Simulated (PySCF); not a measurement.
# Hartree-Fock beside MP2: Al2FH2O cation

All numbers below are calculated, not measured. The program is PySCF 2.14.0, an open-source quantum chemistry code, run on an isolated molecule that a program drew, which may never have been made. The molecule is Al2FH2O cation (charge +1, singlet), drawn as the SMILES string `[OH][Al+][AlH][F]`.

The geometry was optimised and harmonic frequencies were computed with HF and MP2, all in the cc-pV(D+d)Z basis, for the commonest isotopes, with a restricted reference for singlets and an unrestricted one otherwise, and a frozen core in MP2. Each result is a local minimum of its method.

Geometry at the HF minimum:
```xyz
6
Al2FH2O cation, angstrom
O     0.4833   -0.3801   -0.5430
Al   -1.0343    0.1445   -0.5318
Al   -3.5652    0.9762   -0.4996
F    -4.3849   -0.3323    0.0290
H     1.3646   -0.7123   -0.5406
H    -3.9902    2.4021   -0.9169
```

Lengths of the bonds as drawn, in Å (atoms numbered as above):
```
   bond     HF    MP2
 O1-Al2  1.606  1.625
Al2-Al3  2.664  2.664
 Al3-F4  1.632  1.654
  O1-H5  0.942  0.960
 Al3-H6  1.545  1.549
```

Rotational constants, in GHz:
```
constant,HF,MP2
A,16.75,16.34
B,1.598,1.585
C,1.459,1.445
```

Harmonic frequencies in cm^-1, each column in rising order, so a row needn't be the same motion in every method:
| rank | HF | MP2 |
|---|---|---|
| 1 | 89 | 77 |
| 2 | 126 | 106 |
| 3 | 174 | 155 |
| 4 | 300 | 290 |
| 5 | 381 | 306 |
| 6 | 386 | 308 |
| 7 | 446 | ? |
| 8 | 605 | 583 |
| 9 | 892 | 861 |
| 10 | 1068 | 1025 |
| 11 | 2140 | 2096 |
| 12 | 4243 | 3993 |

**Estimate the missing MP2 frequency from the HF column.**

A single factor s that minimises the squared misfit of MP2 against s times HF over the other rows is sum(HF x MP2) / sum(HF^2) = 0.9483, with an rms misfit of 34 cm^-1. For rank 7 it gives 0.9483 x 446 = 423 cm^-1. The calculation gives 434 cm^-1, 11 cm^-1 above the estimate. The drawn bonds are on average 0.9 % longer in MP2 than in HF.
